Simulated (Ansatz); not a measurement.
Isolated molecules relaxed with PBE0-D4/def2-TZVP in Ansatz; ΔE leaves out vibrations. CCSD(T)/CBS adds triple-zeta CCSD(T) − MP2 to the extrapolated MP2 energy (def2 sets, frozen cores). This one scheme is used for every species. Functionals use def2-TZVPP. Each species was taken in one conformer, which may not be the lowest.

Consider the cleavage of the Si–Al bond: `[CH3][Al]([SiH3])[BH]O` + `CO[SiH2]S` → `CO[SiH2]S[SiH3]` + `[CH3][AlH][BH]O`.

Task: Is it downhill or uphill in electronic energy at CCSD(T)/CBS, and by how much? (Best estimate.)

Result: Ansatz gave: Downhill: ΔE = -57.6 kJ/mol.

Task: What do these levels give: r2SCAN-D4, r2SCANh-D4, ωB97M-V, B2PLYP, r2SCAN, CCSD/def2-SVP? (An estimate is asked.)

Result: Ansatz gave: r2SCAN-D4 -53.2, r2SCANh-D4 -54.3, ωB97M-V -61.3, B2PLYP -55.4, r2SCAN -52.0, CCSD/def2-SVP -49.3 kJ/mol.

Largest T1 diagnostic among the species: 0.014.

The D4 term adds −8.3 kJ/mol with B3LYP and −4.4 kJ/mol with PBE0; it sums over pairs of atoms, weighted by their polarisabilities, and B3LYP, whose exchange is more repulsive, gets the larger term. At CCSD(T), def2-SVP lies +8.5 kJ/mol from the extrapolated value and def2-TZVPP +4.4 kJ/mol.

B3LYP here is the variant with VWN-RPA as its local correlation; programs differ in this.
